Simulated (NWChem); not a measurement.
System: SeCl4; SMILES [Se](Cl)(Cl)(Cl)Cl

Computed with NWChem. All runs use the structure optimised with PBE0/def2-SVP.

Problem. Predict the results for PBE0/def2-TZVPD. Quantities: highest occupied level (eV); orbital gap (eV); dipole (D).

Solution. 
```
Item                         Result
---------------------------  ------
highest occupied level (eV)   -8.45
orbital gap (eV)               4.37
dipole (D)                     0.34
```
